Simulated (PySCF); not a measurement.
## The potential of point charges around `CC(C)(C)c1cpco1`

Species: `CC(C)(C)c1cpco1`. Coordinates (PBE0-D3(BJ)/def2-SVP, Å) and charges (e) from the PBE0/pcSseg-1 density (PySCF):

```json
{"atom": "C1", "x": "-1.472", "y": "0.897", "z": "-0.681", "Mulliken": "-0.1719", "IAO": "-0.4056", "Hirshfeld": "-0.1129", "ESP-fitted": "-0.5129"}
{"atom": "C2", "x": "-0.682", "y": "-0.178", "z": "0.063", "Mulliken": "-0.5925", "IAO": "+0.0424", "Hirshfeld": "+0.0217", "ESP-fitted": "+0.4814"}
{"atom": "C3", "x": "-1.246", "y": "-0.347", "z": "1.481", "Mulliken": "-0.1534", "IAO": "-0.4061", "Hirshfeld": "-0.1183", "ESP-fitted": "-0.4466"}
{"atom": "C4", "x": "-0.778", "y": "-1.510", "z": "-0.695", "Mulliken": "-0.1527", "IAO": "-0.4059", "Hirshfeld": "-0.1180", "ESP-fitted": "-0.4713"}
{"atom": "C5", "x": "0.766", "y": "0.227", "z": "0.157", "Mulliken": "+0.3725", "IAO": "+0.1793", "Hirshfeld": "+0.0752", "ESP-fitted": "-0.0267"}
{"atom": "C6", "x": "1.440", "y": "1.315", "z": "-0.307", "Mulliken": "-0.4732", "IAO": "-0.4350", "Hirshfeld": "-0.1483", "ESP-fitted": "-0.1408"}
{"atom": "P7", "x": "3.170", "y": "1.245", "z": "0.114", "Mulliken": "+0.3633", "IAO": "+0.2836", "Hirshfeld": "+0.0307", "ESP-fitted": "-0.1300"}
{"atom": "C8", "x": "2.834", "y": "-0.245", "z": "0.875", "Mulliken": "-0.1524", "IAO": "-0.2205", "Hirshfeld": "-0.0493", "ESP-fitted": "-0.0568"}
{"atom": "O9", "x": "1.555", "y": "-0.647", "z": "0.821", "Mulliken": "-0.3666", "IAO": "-0.2166", "Hirshfeld": "-0.0383", "ESP-fitted": "-0.1322"}
{"atom": "H10", "x": "-1.099", "y": "1.033", "z": "-1.708", "Mulliken": "+0.1233", "IAO": "+0.1368", "Hirshfeld": "+0.0400", "ESP-fitted": "+0.1146"}
{"atom": "H11", "x": "-1.418", "y": "1.867", "z": "-0.163", "Mulliken": "+0.1235", "IAO": "+0.1372", "Hirshfeld": "+0.0398", "ESP-fitted": "+0.1105"}
{"atom": "H12", "x": "-2.531", "y": "0.606", "z": "-0.743", "Mulliken": "+0.1210", "IAO": "+0.1385", "Hirshfeld": "+0.0430", "ESP-fitted": "+0.1498"}
{"atom": "H13", "x": "-2.303", "y": "-0.652", "z": "1.437", "Mulliken": "+0.1123", "IAO": "+0.1341", "Hirshfeld": "+0.0410", "ESP-fitted": "+0.1143"}
{"atom": "H14", "x": "-0.689", "y": "-1.114", "z": "2.037", "Mulliken": "+0.1259", "IAO": "+0.1431", "Hirshfeld": "+0.0359", "ESP-fitted": "+0.1174"}
{"atom": "H15", "x": "-1.183", "y": "0.597", "z": "2.044", "Mulliken": "+0.1162", "IAO": "+0.1388", "Hirshfeld": "+0.0385", "ESP-fitted": "+0.1230"}
{"atom": "H16", "x": "-0.386", "y": "-1.409", "z": "-1.719", "Mulliken": "+0.1164", "IAO": "+0.1387", "Hirshfeld": "+0.0385", "ESP-fitted": "+0.1272"}
{"atom": "H17", "x": "-1.828", "y": "-1.837", "z": "-0.760", "Mulliken": "+0.1123", "IAO": "+0.1342", "Hirshfeld": "+0.0411", "ESP-fitted": "+0.1212"}
{"atom": "H18", "x": "-0.204", "y": "-2.296", "z": "-0.185", "Mulliken": "+0.1253", "IAO": "+0.1428", "Hirshfeld": "+0.0361", "ESP-fitted": "+0.1242"}
{"atom": "H19", "x": "0.964", "y": "2.120", "z": "-0.865", "Mulliken": "+0.1218", "IAO": "+0.1660", "Hirshfeld": "+0.0484", "ESP-fitted": "+0.1671"}
{"atom": "H20", "x": "3.489", "y": "-0.936", "z": "1.406", "Mulliken": "+0.1288", "IAO": "+0.1743", "Hirshfeld": "+0.0551", "ESP-fitted": "+0.1668"}
```

Points outside the species (Å): A (-5.2, -2.6, -1.7); B (7.9, 3.3, 5.4); C (1.9, 0.8, 4.6).

Problem. Find the potential V = 14.3996 V·Å × Σ q/r of each set of charges at these points.

Solution. In volts:

| point | nearest atom | distance (Å) | Mulliken | IAO | Hirshfeld | ESP-fitted |
| --- | --- | --- | --- | --- | --- | --- |
| A | H17 | 3.58 | +0.084 | +0.045 | +0.045 | +0.126 |
| B | H20 | 7.30 | +0.016 | +0.019 | -0.011 | -0.057 |
| C | H20 | 3.97 | -0.279 | -0.208 | -0.045 | -0.112 |

Problem. How far are the other sets from the ESP-fitted one at these points?

Solution. Root-mean-square difference: Hirshfeld 0.066 V, IAO 0.085 V, Mulliken 0.108 V. The ESP scheme is a least-squares fit of atom-centred charges to the potential on four shells outside the van der Waals surface, with the total charge fixed.

Problem. What energy would a point charge of -1 e have at A in the field of the ESP charges, leaving out polarisation?

Solution. -0.126 eV = -12.1 kJ/mol, an attraction.

Geometry: PBE0-D3(BJ)/def2-SVP; no solvent, vibrations or thermal averaging.

Conformer computed: `[CH3:1][C:2]([CH3:3])([CH3:4])[c:5]1[cH:6][p:7][cH:8][o:9]1`: C1–C2–C5–C6 -1°.
